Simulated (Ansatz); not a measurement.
Born–Oppenheimer molecular dynamics of Cl3FH5HfNSi (12 atoms, charge 0, multiplicity 1). It starts at the highest image of a converged band. Of that band: The profile has 2 maxima (images 3, 7) with wells between them (image 6): this band takes more than one step, which may be the mechanism or a detour left from its start path. A vibrational analysis at the climbing image gives one clearly imaginary mode, 41i cm⁻¹, and a faint second one (22i cm⁻¹) that may be numerical noise or a soft torsion: probably a first-order saddle point.

The calculation used RKS PBE/def2-SVP (Ansatz 0.2.0).

```yaml
ensemble: NVE (velocity Verlet)
time_step: 0.5 fs
steps_asked: 200
starting_velocities_drawn_for: 100 K
seed: 3671
```

First frame:

```xyz
12
Properties=species:S:1:pos:R:3
Hf -0.017 0.239 0.003
Cl -1.209 0.966 1.981
Cl 2.029 -0.026 -1.277
Cl -1.519 0.894 -1.690
F -0.180 -1.618 0.405
N 1.424 1.904 0.934
H 2.333 1.762 0.461
Si 0.854 3.639 0.770
H 0.057 3.705 -0.495
H 0.035 3.965 1.974
H 2.066 4.521 0.679
H 1.556 1.685 1.934
```

Task: How far do the bonds stretch over the last three quarters of this one trajectory? (Pairs bonded in most of those frames.)

Result: 
| bond | mean (Å) | spread (Å) | shortest | longest |
| --- | --- | --- | --- | --- |
| Hf1–Cl2 | 2.414 | 0.022 | 2.39 | 2.45 |
| Hf1–Cl3 | 2.427 | 0.001 | 2.43 | 2.43 |
| Hf1–Cl4 | 2.350 | 0.025 | 2.32 | 2.39 |
| Hf1–F5 | 1.909 | 0.003 | 1.90 | 1.91 |
| Hf1–N6 | 2.390 | 0.009 | 2.38 | 2.40 |
| N6–H7 | 1.035 | 0.002 | 1.03 | 1.04 |
| N6–Si8 | 1.834 | 0.004 | 1.82 | 1.84 |
| N6–H12 | 1.033 | 0.003 | 1.03 | 1.04 |
| Si8–H9 | 1.498 | 0.019 | 1.47 | 1.53 |
| Si8–H10 | 1.495 | 0.021 | 1.46 | 1.53 |
| Si8–H11 | 1.502 | 0.004 | 1.49 | 1.51 |

Mean temperature of the second half: 49 K. The conserved energy stayed within 0.025 meV per atom of its start (net change 0.019 meV per atom), so the integration is sound. A run of 0.1 ps of so small a system gives no equilibrium averages. The orbitals stay closed-shell, which can raise the energy where a bond breaks towards radicals; this wasn't checked here.

Run time: 4.8 min on 4 threads of Intel(R) Xeon(R) 6975P-C (Granite Rapids) (shared host), peak memory 0.29 GiB.
